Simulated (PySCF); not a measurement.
H6NSi2, SMILES [SiH3][N][SiH3] (connectivity only; charge and spin as stated), charge -1, multiplicity 1. Heavy atoms are numbered as in [SiH3:1][N:2][SiH3:3]. Hydrogens are named by the atom that carries them.

The structure is a stationary point at PBE0-D3(BJ)/def2-SVPD. The multiplicity is an assumed one; other spin states were not compared. The isomer is the one that the SMILES or the coordinates give; other isomers of the formula were not compared.

These are CAM-B3LYP/def2-TZVPD run with PySCF values and carry that method's errors.

Mulliken values depend strongly on the basis, most of all with diffuse functions as here. ESP charges are fitted to the potential on shells at 1.4 to 2.0 van der Waals radii. Atomic charges (e), one atom of each kind:

```tsv
atom	Mulliken	ESP fit
Si1 (SiH3)	-0.09	___
N2	-0.07	___
H on Si1	-0.14	___
```

**Question.** Complete the blanks. (The exact figures need the calculation; the answer reports its results.)

**Answer.** 
- Si1 (SiH3), ESP fit: 0.53
- N2, ESP fit: -0.79
- H on Si1, ESP fit: -0.21
